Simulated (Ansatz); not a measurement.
Br$_{3}$HOSn, SMILES `[OH][Sn]([Br])([Br])[Br]`, relaxed with RKS PBE0-D4/def2-TZVP in the Gaussian-basis code of Ansatz from a PBE-D4/def2-SVP geometry. The force threshold is 0.005 eV/Å; the program also tests the step.

Charge 0, multiplicity 1. Sn takes the def2 core potential.

Start:

```xyz
6

O     1.227   -0.039    1.153
Sn   -0.271   -0.144   -0.159
Br   -1.304   -2.369    0.223
Br   -1.929    1.685    0.234
Br    0.585    0.051   -2.500
H     1.692    0.817    1.048
```

| step | energy (eV) | largest force (eV/Å) | largest move (Å) |
| --- | --- | --- | --- |
| 1 | -218013.1863 | 1.179 | 0.000 |
| 2 | -218013.2349 | 0.509 | 0.099 |
| 3 | -218013.2743 | 0.142 | 0.041 |
| 4 | -218013.2755 | 0.024 | 0.028 |
| 5 | -218013.2756 | 0.006 | 0.005 |
| 6 | -218013.2756 | 0.001 | 0.001 |

End:

```xyz
6

O     1.188   -0.023    1.109
Sn   -0.273   -0.150   -0.158
Br   -1.284   -2.332    0.219
Br   -1.887    1.652    0.238
Br    0.582    0.048   -2.446
H     1.674    0.804    1.039
```

Run time 65 s (4 threads of an Arm Neoverse V1 on a shared host); peak host memory 1.1 GiB.
